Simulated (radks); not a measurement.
The iridium ion Ir28+, 49 electrons, occupied as [Kr] 4d10 4f3.

Calculated with a radial shooting solver on a logarithmic mesh with Libxc functionals: scalar-relativistic Kohn-Sham, exchange-only LDA, spin-polarised, spherical densities, point nucleus; open shells are filled with parallel spins first (spin-orbit coupling, left out, can overturn this in heavy ions).

Energy parts (eV):
total: -474579.97
kinetic: 528914.81
electron-nucleus: -1130104.01
Hartree: 134548.82
exchange: -7939.60

Orbitals (lengths in bohr, moments of r in powers of bohr; <r^-3> diverges for s and p1/2):
orbital  occ.  eigenvalue (eV)  <1/r>  <r^-3>       <r^4>      <r^2>
1s up       1        -77023.26  92.18       -   4.815e-07  0.0004198
1s down     1        -77023.28  92.18       -   4.815e-07  0.0004198
2s up       1        -14261.00  21.58       -  0.00007140   0.006425
2s down     1        -14260.80  21.58       -  0.00007139   0.006425
2p up       3        -12516.80  19.35   23020  0.00005715   0.005370
2p down     3        -12516.65  19.35   23020  0.00005714   0.005369
3s up       1        -4067.925  8.016       -    0.002563    0.04133
3s down     1        -4064.185  8.022       -    0.002558    0.04129
3p up       3        -3557.584  7.354    5242    0.002776    0.04219
3p down     3        -3553.824  7.360    5251    0.002769    0.04214
3d up       5        -2996.872  6.930   659.4    0.002122    0.03489
3d down     5        -2993.944  6.935   660.6    0.002114    0.03483
4s up       1        -1546.245  3.615       -     0.04768     0.1839
4s down     1        -1540.645  3.611       -     0.04783     0.1842
4p up       3        -1368.476  3.326    1447     0.05853     0.2022
4p down     3        -1363.117  3.322    1442     0.05876     0.2026
4d up       5        -1155.159  3.069   170.1     0.06753     0.2127
4d down     5        -1149.875  3.063   169.4     0.06791     0.2133
4f up       3        -927.2427  2.806   38.39     0.06455     0.1985
4f down     0        -921.3974  2.802   38.29     0.06526     0.1994

The highest occupied level is 4f up at -927.24 eV. Spin moment in Bohr magnetons: 3. Summed over all electrons, <r^2> = 5.038 bohr^2, which gives a Langevin (diamagnetic) susceptibility term of -3.99 x 10^-6 cm^3/mol. For comparison, the ionisation energy in NIST's Atomic Spectra Database is 980 eV (theoretical). In exact Kohn-Sham theory the highest level is minus the ionisation energy, but local and semilocal functionals leave it too shallow, through self-interaction and a potential that decays too fast; potentials with the right tail come closer. The density falls to 0.001 e/bohr^3 at r = 1.23 bohr.
